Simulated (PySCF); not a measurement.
Cl₂Pb, triplet, geometry from GFN2-xTB (such geometries of metal compounds can be far from the true shape) (the spin is typed, not shown lowest) (core potentials on Pb); SVWN5/def2-SV(P) (PySCF).

The PySCF input:
```python
from pyscf import gto, scf, dft

mol = gto.M(
    atom='''
Pb    0.01144871   -0.01642557    0.68658980
Cl    0.85286476    1.01583236   -1.64722030
Cl   -0.90808794   -0.93660315   -1.66456578
''',
    basis='def2-sv(p)',
    ecp={'Pb': 'def2-sv(p)'},
    spin=2,
    verbose=4,
)

mf = dft.UKS(mol)
mf.xc = 'lda,vwn'
mf.kernel()
mf.analyze()
```

What the program printed (banner, timings and long lists left out):

```
PySCF version 2.14.0

[INPUT] verbose = 4
[INPUT] num. atoms = 3
[INPUT] num. electrons = 56
[INPUT] charge = 0
[INPUT] spin (= nelec alpha-beta = 2S) = 2
[INPUT] symmetry False subgroup None
[INPUT] Mole.unit = angstrom
[INPUT] Symbol           X                Y                Z      unit          X                Y                Z       unit  Magmom
[...]
nuclear repulsion = 205.472972275262
number of shells = 26
number of NR pGTOs = 133
number of NR cGTOs = 62
basis = def2-sv(p)
ecp = {'Pb': 'def2-sv(p)'}

******** <class 'pyscf.dft.uks.UKS'> ********
method = UKS
initial guess = minao
damping factor = 0
level_shift factor = 0
DIIS = <class 'pyscf.scf.diis.CDIIS'>
diis_start_cycle = 1
diis_space = 8
diis_damp = 0
SCF conv_tol = 1e-09
SCF conv_tol_grad = None
SCF max_cycles = 50
direct_scf = True
direct_scf_tol = 1e-13
number electrons alpha = 29  beta = 27
XC library pyscf.dft.libxc version 7.1.2
    S. Lehtola, C. Steigemann, M. J. T. Oliveira, and M. A. L. Marques,  SoftwareX 7, 1–5 (2018)
XC functionals = lda,vwn
    P. A. M. Dirac,  Math. Proc. Cambridge Philos. Soc. 26, 376 (1930)
    F. Bloch,  Z. Phys. 57, 545 (1929)
    S. H. Vosko, L. Wilk, and M. Nusair,  Can. J. Phys. 58, 1200 (1980)
radial grids:
    Treutler-Ahlrichs [JCP 102, 346 (1995); DOI:10.1063/1.469408] (M4) radial grids

becke partition: Becke, JCP 88, 2547 (1988); DOI:10.1063/1.454033
pruning grids: <function nwchem_prune>
grids dens level: 3
symmetrized grids: False
atomic radii adjust function: <function treutler_atomic_radii_adjust>
small_rho_cutoff = 0
Set gradient conv threshold to 3.16228e-05
tot grids = 60992
init E= -1086.13429285902

cycle= 1 E= -1106.20188986016  delta_E= -20.1  |g|= 2.01  |ddm|= 9.71
cycle= 2 E= -1051.02576086321  delta_E= 55.2  |g|= 6.96  |ddm|= 15.2

cycle= 3 E= -1108.59291126604  delta_E= -57.6  |g|= 1.07  |ddm|=   14

cycle= 4 E= -1109.69862150672  delta_E= -1.11  |g|= 0.344  |ddm|=  2.3

cycle= 5 E= -1109.75727203535  delta_E= -0.0587  |g|= 0.114  |ddm|= 0.699

cycle= 6 E= -1109.7642708508  delta_E= -0.007  |g|= 0.0316  |ddm|= 0.241

cycle= 7 E= -1109.76484969191  delta_E= -0.000579  |g|= 0.0134  |ddm|= 0.0474

cycle= 8 E= -1109.76483955573  delta_E= 1.01e-05  |g|= 0.014  |ddm|= 0.0339

cycle= 9 E= -1109.7649863448  delta_E= -0.000147  |g|= 0.000863  |ddm|= 0.0186

cycle= 10 E= -1109.76498705939  delta_E= -7.15e-07  |g|= 9.34e-05  |ddm|= 0.00164

cycle= 11 E= -1109.76498706381  delta_E= -4.43e-09  |g|= 4.79e-05  |ddm|= 0.00016

cycle= 12 E= -1109.76498706523  delta_E= -1.42e-09  |g|= 3.92e-06  |ddm|= 6.05e-05

cycle= 13 E= -1109.76498706525  delta_E= -1.41e-11  |g|= 8.44e-07  |ddm|= 1.06e-05

Extra cycle  E= -1109.76498706525  delta_E= -2.73e-12  |g|= 1.32e-06  |ddm|= 4.41e-06
converged SCF energy = -1109.76498706525  <S^2> = 2.0011171  2S+1 = 3.0007446
**** SCF Summaries ****
Total Energy =                       -1109.764987065248079
Nuclear Repulsion Energy =             205.472972275262322
One-electron Energy =                -2016.720543606802948
Two-electron Energy =                  701.482584266292633
Two-electron Coulomb Energy =          770.718376877016340
DFT Exchange-Correlation Energy =      -69.235792610723706
**** MO energy ****
                             alpha | beta                alpha | beta
[...]
spin_pop of  0 Pb 5s       -0.00002
spin_pop of  0 Pb 6s        0.00157
spin_pop of  0 Pb 7s       -0.00120
spin_pop of  0 Pb 8s        0.00050
spin_pop of  0 Pb 5px       0.00048
spin_pop of  0 Pb 5py       0.00048
spin_pop of  0 Pb 5pz       0.00000
spin_pop of  0 Pb 6px       0.02558
spin_pop of  0 Pb 6py       0.02079
spin_pop of  0 Pb 6pz      -0.00031
spin_pop of  0 Pb 7px       0.02340
spin_pop of  0 Pb 7py       0.01919
spin_pop of  0 Pb 7pz      -0.00011
spin_pop of  0 Pb 8px       0.48470
spin_pop of  0 Pb 8py       0.39315
spin_pop of  0 Pb 8pz       0.00025
spin_pop of  0 Pb 5dxy     -0.00233
spin_pop of  0 Pb 5dyz     -0.00222
spin_pop of  0 Pb 5dz^2    -0.00437
spin_pop of  0 Pb 5dxz     -0.00421
spin_pop of  0 Pb 5dx2-y2   -0.00190
spin_pop of  0 Pb 6dxy      0.00161
spin_pop of  0 Pb 6dyz      0.00240
spin_pop of  0 Pb 6dz^2     0.00435
spin_pop of  0 Pb 6dxz      0.00354
spin_pop of  0 Pb 6dx2-y2    0.00292
spin_pop of  1 Cl 1s        0.00000
spin_pop of  1 Cl 2s       -0.00000
spin_pop of  1 Cl 3s        0.00287
spin_pop of  1 Cl 4s        0.00016
spin_pop of  1 Cl 2px       0.00001
spin_pop of  1 Cl 2py       0.00002
spin_pop of  1 Cl 2pz      -0.00000
spin_pop of  1 Cl 3px       0.22747
spin_pop of  1 Cl 3py       0.27289
spin_pop of  1 Cl 3pz       0.00793
spin_pop of  1 Cl 4px       0.00149
spin_pop of  1 Cl 4py       0.00122
spin_pop of  1 Cl 4pz      -0.00002
spin_pop of  1 Cl 3dxy      0.00025
spin_pop of  1 Cl 3dyz      0.00061
spin_pop of  1 Cl 3dz^2     0.00002
spin_pop of  1 Cl 3dxz      0.00073
spin_pop of  1 Cl 3dx2-y2    0.00023
spin_pop of  2 Cl 1s        0.00000
spin_pop of  2 Cl 2s       -0.00000
spin_pop of  2 Cl 3s        0.00287
spin_pop of  2 Cl 4s        0.00017
spin_pop of  2 Cl 2px       0.00001
spin_pop of  2 Cl 2py       0.00002
spin_pop of  2 Cl 2pz      -0.00000
spin_pop of  2 Cl 3px       0.22475
spin_pop of  2 Cl 3py       0.27718
spin_pop of  2 Cl 3pz       0.00633
spin_pop of  2 Cl 4px       0.00149
spin_pop of  2 Cl 4py       0.00123
spin_pop of  2 Cl 4pz      -0.00001
spin_pop of  2 Cl 3dxy      0.00024
spin_pop of  2 Cl 3dyz      0.00063
spin_pop of  2 Cl 3dz^2     0.00003
spin_pop of  2 Cl 3dxz      0.00071
spin_pop of  2 Cl 3dx2-y2    0.00023
In total            29.00000 | 27.00000
Dipole moment(X, Y, Z, Debye):  0.04614, -0.06612,  2.76403
```
